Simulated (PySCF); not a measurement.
## C4H7F2Si: g tensor and hyperfine couplings

Species: C4H7F2Si (doublet state).
Z-matrix (Å and degrees, GFN2-xTB geometry), rows numbered from 1:
```
C 
C   1  1.3748
Si  2  1.9033  1  119.37
C   2  1.3829  1  119.47  3   178.78
C   4  1.4835  2  123.69  1  -178.83
F   5  1.3684  4  112.36  2    52.10
F   5  1.3553  4  111.20  2   170.56
H   1  1.0744  2  121.33  3     1.65
H   1  1.0781  2  121.61  3  -178.16
H   3  1.4586  2  109.45  1   101.36
H   3  1.4650  2  108.97  1  -136.59
H   3  1.4641  2  106.60  1   -18.63
H   4  1.0806  2  121.27  1     0.51
H   5  1.1066  4  113.67  2   -68.37
```

The hyperfine couplings belong to this conformer and change with its torsions.

The species is `C=C([SiH3])[CH]C(F)F` [radical].

The calculation used PySCF, UKS B3LYP, pcH-1 on C F H Si, non-relativistic, mean-field spin-orbit, GIAO. Isolated species at its GFN2-xTB geometry (one conformer only). A GFN2-xTB geometry isn't a minimum of the functional, and hyperfine couplings can be far from their values at a DFT geometry. No stability test was run, so a lower SCF solution isn't excluded. ⟨S²⟩ is 0.778 where a pure state has 0.75.

* g1, g2, g3: 2.00211, 2.00240, 2.00274
* g_iso: 2.00242
* Form of g: rhombic: the two nearest values differ by 46 % of g3 − g1
* ⟨S²⟩: 0.7780 (exact 0.7500)
* α and β electrons: 32, 31
* HOMO–LUMO gap, α and β orbitals: 5.64, 5.53 eV
* Total energy: -645.78013 Eh
* Basis functions: 255

Isotropic coupling and dipolar principal values T1 to T3, in MHz:

```json
{"atom": "C1", "isotope": "13C", "a_iso": "53.9", "of which spin–orbit": "-0.1", "T1": "-50.2", "T2": "-48.3", "T3": "98.4", "Mulliken spin population": "0.66"}
{"atom": "C2", "isotope": "13C", "a_iso": "-46.4", "of which spin–orbit": "0.0", "T1": "-28.1", "T2": "11.4", "T3": "16.7", "Mulliken spin population": "-0.26"}
{"atom": "Si3", "isotope": "29Si", "a_iso": "-7.7", "of which spin–orbit": "0.0", "T1": "-1.4", "T2": "0.6", "T3": "0.8", "Mulliken spin population": "0.01"}
{"atom": "C4", "isotope": "13C", "a_iso": "58.7", "of which spin–orbit": "-0.1", "T1": "-54.3", "T2": "-52.7", "T3": "107.0", "Mulliken spin population": "0.67"}
{"atom": "C5", "isotope": "13C", "a_iso": "-18.0", "of which spin–orbit": "0.0", "T1": "-1.3", "T2": "-1.0", "T3": "2.3", "Mulliken spin population": "-0.03"}
{"atom": "F6", "isotope": "19F", "a_iso": "145.5", "of which spin–orbit": "0.3", "T1": "-40.2", "T2": "-38.4", "T3": "78.6", "Mulliken spin population": "0.01"}
{"atom": "F7", "isotope": "19F", "a_iso": "17.7", "of which spin–orbit": "0.0", "T1": "-11.0", "T2": "-5.9", "T3": "16.9", "Mulliken spin population": "0.00"}
{"atom": "H8", "isotope": "1H", "a_iso": "-40.9", "of which spin–orbit": "0.0", "T1": "-24.5", "T2": "-0.5", "T3": "25.0", "Mulliken spin population": "-0.03"}
{"atom": "H9", "isotope": "1H", "a_iso": "-38.8", "of which spin–orbit": "0.0", "T1": "-20.3", "T2": "-2.2", "T3": "22.5", "Mulliken spin population": "-0.03"}
{"atom": "H10", "isotope": "1H", "a_iso": "-10.6", "of which spin–orbit": "0.0", "T1": "-1.6", "T2": "-0.5", "T3": "2.1", "Mulliken spin population": "-0.01"}
{"atom": "H11", "isotope": "1H", "a_iso": "-5.3", "of which spin–orbit": "0.0", "T1": "-1.5", "T2": "-0.8", "T3": "2.3", "Mulliken spin population": "0.00"}
{"atom": "H12", "isotope": "1H", "a_iso": "-1.4", "of which spin–orbit": "0.0", "T1": "-1.4", "T2": "-1.3", "T3": "2.7", "Mulliken spin population": "0.00"}
{"atom": "H13", "isotope": "1H", "a_iso": "-42.3", "of which spin–orbit": "0.0", "T1": "-22.1", "T2": "-2.2", "T3": "24.3", "Mulliken spin population": "-0.03"}
{"atom": "H14", "isotope": "1H", "a_iso": "51.0", "of which spin–orbit": "0.0", "T1": "-4.4", "T2": "-1.4", "T3": "5.8", "Mulliken spin population": "0.02"}
```

The Mulliken spin populations are largest on C4 (+0.67), C1 (+0.66) and C2 (-0.26). The angles at C4 add up to 360.0°, so it is planar; its axial dipolar tensor and the negative coupling of its proton fit spin in a p orbital normal to that plane.

Axes: g3 points within 13° of the C1–C2 bond.

Under fast tumbling the dipolar parts average out, and these isotropic splittings remain: 2 × 19F (F6/F7, I = 1/2, 3 lines) with 2.91 mT, 1 × 1H (H14, I = 1/2, 2 lines) with 1.82 mT, 1 × 1H (H13, I = 1/2, 2 lines) with 1.51 mT, 1 × 1H (H8, I = 1/2, 2 lines) with 1.46 mT, 1 × 1H (H9, I = 1/2, 2 lines) with 1.38 mT and 3 × 1H (H10/H11/H12, I = 1/2, 4 lines) with 0.21 mT.

Class means assume fast exchange of nuclei equivalent by connectivity; if that motion is slow, each nucleus keeps its own coupling. The three 1H nuclei of mean -5.8 MHz run from -10.6 to -1.4 MHz in the frozen geometry. The 19F value of +81.6 MHz is a mean of couplings from 17.7 to 145.5 MHz in this one geometry, not an average over conformers.

The 29Si coupling of Si3 (-7.7 MHz) shows only in satellite lines or after enrichment, since that isotope makes up about 4.7 % of natural silicon.

The 13C coupling of C4 (58.7 MHz) shows only in satellite lines or after enrichment, since that isotope makes up about 1.07 % of natural carbon.
